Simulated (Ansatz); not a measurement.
`[ZnH][O][SiH2]Br`. Total charge 0; spin multiplicity 1.

```xyz
7

Zn   -0.157   -1.058    1.629
O    -0.895    0.096    0.467
Si   -0.214    0.696   -0.857
Br    1.863   -0.173   -1.017
H     0.353   -2.022    2.674
H    -0.915    0.296   -2.098
H    -0.034    2.165   -0.798
```

Q: List the harmonic frequencies (cm⁻¹, unscaled) at PBE0-D4/def2-TZVP in Ansatz. (Estimate.)

A: Computed: 26, 82, 241, 395, 468, 470, 550, 602, 712, 874, 976, 1032, 2003, 2244, 2248.

Q: Is this a minimum?

A: Yes, all 15 modes are real.

Q: Give the ideal-gas thermochemistry at 298.15 K and 1 bar (rigid rotor, harmonic oscillator; point group Cs, symmetry number 1).

A: Zero-point energy 77.3 kJ/mol; H(298) − E = 96.5 kJ/mol; entropy 361.6 J/(mol·K), of which translation 174.5, rotation 120.9, vibration 66.3; G(298) − E = -11.3 kJ/mol. Modes under 100 cm⁻¹ are hindered rotations or soft bends, so the harmonic entropy is rough.

Q: And at 400, 500, 600, 800 and 1000 K?

A: 
| T (K) | H − E (kJ/mol) | S (J/mol/K) | G − E (kJ/mol) |
| --- | --- | --- | --- |
| 400 | 106.6 | 390.7 | -49.6 |
| 500 | 117.7 | 415.2 | -89.9 |
| 600 | 129.5 | 436.7 | -132.6 |
| 800 | 154.9 | 473.2 | -223.7 |
| 1000 | 182.0 | 503.4 | -321.4 |

Q: Rotational constants (cm⁻¹)?

A: 0.1279, 0.03633, 0.02858.
